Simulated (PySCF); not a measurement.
## Polarisability and C₆ of Mn²⁺ (manganese, charge +2)

[Ar] 3d4 4s1, high-spin 6D determinant (an excited configuration). All numbers are calculated (PySCF 2.14, the non-relativistic Hamiltonian (point nucleus), in aug-cc-pVTZ with one added diffuse shell each of s, p, d, f, g type (9s8p6d4f3g, 118 functions)). Coupled (time-dependent) response in atomic units; α is the mean over directions.

```tsv
method	mean α (bohr³)	α xx, yy, zz	C₆ (like pair)	S(−4)
B3LYP	17.87	18.10, 18.10, 17.39	69.88	288.2
```

S(−4) is the Cauchy moment in α(ω) = α(0) + S(−4) ω² + …

α(iu) at B3LYP:

```tsv
u (hartree)	α(iu) (bohr³)
0	17.87
0.0500	17.18
0.100	15.43
0.200	11.22
0.300	8.047
0.500	4.769
0.750	3.095
1.00	2.295
1.50	1.507
2.00	1.099
3.00	0.6700
5.00	0.3255
```

A single London oscillator, α(iu) = α/(1 + u²/ω²), gives C₆ = (3/4) ω α². Matching the computed C₆ needs ω = 4 × 69.88 / (3 × 17.87²) = 0.292 hartree.

For an ion, C₆ is the dispersion term alone; charge-induced terms of lower order in 1/R come first.

The components differ because the open shell of this determinant is not spherical; for a pure term their mean is the scalar polarisability.
